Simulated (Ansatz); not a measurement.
Cartesian coordinates in Å:
```
C -1.404 -0.361 -0.492
B -0.297 0.506 0.171
Cl -0.731 2.137 0.697
In 1.875 -0.047 0.486
H -2.422 -0.023 -0.282
H -1.250 -0.284 -1.579
H -1.312 -1.425 -0.256
H 3.097 0.252 -0.705
H 2.446 -0.755 1.960
```

The species carries charge 0 and has multiplicity 1. In takes the def2 core potential.

Task: List the PBE0/def2-TZVPP orbital energies in eV (Ansatz 0.2.0). (Estimate.)

Result: The calculation gave: Occupied: -2767.59, -277.93, -259.44, -197.71, -197.62, -197.56, -186.15, -128.06, -84.58, -84.23, -84.21, -23.51, -21.20, -21.00, -20.99, -20.90, -20.83, -20.02, -13.67, -12.28, -11.76, -11.24, -10.79, -9.83, -9.37, -7.92, -6.95. Lowest empty: -1.75, -1.53, 0.61, 1.00, 1.42, 1.53, 2.03, 2.59.
